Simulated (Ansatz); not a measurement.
A geometry relaxed with CAM-B3LYP-D3(BJ)/def2-TZVP (Ansatz, a quantum-chemistry and plane-wave program), charge 0, multiplicity 1:

```xyz
13

Sn    -0.0008    -0.0010    -0.0026
H      0.1782     2.2426    -1.3416
H     -0.7676    -1.2943    -2.1310
N      1.8325    -0.7726    -0.3192
H      2.5779    -0.3870     0.2423
H      1.8818    -1.7809    -0.2815
H      0.2859     2.5752     0.2646
N     -0.5692    -0.0355     1.9293
N     -1.1330    -1.1605    -1.1986
H     -2.1092    -0.9105    -1.2621
N     -0.1334     1.9644    -0.4223
H     -0.6499    -0.9497     2.3505
H     -1.4031     0.4958     2.1369
```

Write the SMILES of this molecule.

`[NH2][Sn]([NH2])([NH2])[NH2]`
